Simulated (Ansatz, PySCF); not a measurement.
C₃H₅Cl₂F, SMILES CCC(F)(Cl)Cl. Atoms are numbered in the order given.

```xyz
11

C     -2.4268     0.1587     0.1413
C     -1.1103     0.9137    -0.0108
C      0.0858    -0.0016    -0.2181
F     -0.1095    -0.7833    -1.3018
Cl     1.5590     0.9552    -0.4923
Cl     0.3433    -1.0693     1.1822
H     -2.4149    -0.4827     1.0346
H     -2.6165    -0.4756    -0.7371
H     -3.2594     0.8711     0.2382
H     -0.8978     1.5411     0.8673
H     -1.1372     1.5775    -0.8897
```

Geometry: ωB97X-D3(BJ)/def2-SVP. The values are those of a single conformer.

Two levels are set side by side: PBE-D3(BJ)/def2-SVP (Ansatz, a quantum-chemistry and plane-wave program) and ωB97X-D3(BJ)/def2-SVP (PySCF). Each level has its own optimised geometry; the coordinates shown are those of the second. Frequencies come from the Hessian of PySCF at each geometry. Differences are taken from unrounded values.

```json
[
 {"quantity": "mean bond length (Å)", "ωB97X-D3(BJ)": "1.346"},
 {"quantity": "bond C1–C2 (Å)", "ωB97X-D3(BJ)": "1.525"},
 {"quantity": "bond C2–C3 (Å)", "ωB97X-D3(BJ)": "1.520"},
 {"quantity": "bond C3–F4 (Å)", "ωB97X-D3(BJ)": "1.350"},
 {"quantity": "bond C3–Cl5 (Å)", "ωB97X-D3(BJ)": "1.778"},
 {"quantity": "bond C3–Cl6 (Å)", "ωB97X-D3(BJ)": "1.780"},
 {"quantity": "bond C1–H7 (Å)", "ωB97X-D3(BJ)": "1.100"},
 {"quantity": "bond C1–H8 (Å)", "ωB97X-D3(BJ)": "1.100"},
 {"quantity": "bond C1–H9 (Å)", "ωB97X-D3(BJ)": "1.100"},
 {"quantity": "bond C2–H10 (Å)", "ωB97X-D3(BJ)": "1.100"},
 {"quantity": "bond C2–H11 (Å)", "ωB97X-D3(BJ)": "1.102"},
 {"quantity": "highest harmonic wavenumber (cm⁻¹)", "ωB97X-D3(BJ)": "3188"},
 {"quantity": "mean harmonic wavenumber (cm⁻¹)", "ωB97X-D3(BJ)": "1277"},
 {"quantity": "zero-point energy (kcal/mol)", "ωB97X-D3(BJ)": "49.29"}
]
```

Question: What does PBE-D3(BJ) give, and how far is it from ωB97X-D3(BJ)? (Estimate from the structure and the level; the computed values follow.)

Answer: 
```csv
quantity,PBE-D3(BJ),PBE-D3(BJ) minus ωB97X-D3(BJ)
mean bond length (Å),1.356,0.011
bond C1–C2 (Å),1.527,0.002
bond C2–C3 (Å),1.523,0.003
bond C3–F4 (Å),1.357,0.006
bond C3–Cl5 (Å),1.805,0.027
bond C3–Cl6 (Å),1.808,0.029
bond C1–H7 (Å),1.107,0.008
bond C1–H8 (Å),1.107,0.007
bond C1–H9 (Å),1.107,0.007
bond C2–H10 (Å),1.108,0.008
bond C2–H11 (Å),1.110,0.009
highest harmonic wavenumber (cm⁻¹),3087,-101
mean harmonic wavenumber (cm⁻¹),1222,-55
zero-point energy (kcal/mol),47.18,-2.11
```

GGA bonds tend to be longer and softer than those of functionals with exact exchange. Differences between two approximate levels are no errors against the true value.
